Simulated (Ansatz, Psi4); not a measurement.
Psi4 was given this input:
```
memory 2 GB

molecule mol {
1 2
  In   -0.000000   -0.000000   -0.646466
  Cl    0.000000    0.000000    1.863344
}

set basis def2-tzvp
set reference uks
set scf_type pk
set puream true
set d_convergence 1e-8
set dft_radial_points 99
set dft_spherical_points 590

energy('bhhlyp')
print_variables()
```

Q: Write the same job for Ansatz (a program for electronic structure).

A: This is not unique; one that fits is 
Ansatz 0.2 input:
```yaml
crystal:
  periodic: [false, false, false]
  atoms:
    - {symbol: In, position_ang: [-0.00000000, -0.00000000, -0.64646640]}
    - {symbol: Cl, position_ang: [0.00000000, 0.00000000, 1.86334432]}
basis:
  gaussian:
    orbitals: def2-TZVP
hamiltonian:
  xc: {name: BHLYP}
total_charge: 1
magnetization: {spin_polarized: true, initial_magnetization: 1}
accuracy: high
```

Both were run: Psi4 gave -650.005552 Eh and Ansatz -650.005551 Eh, 0.000 mEh apart.
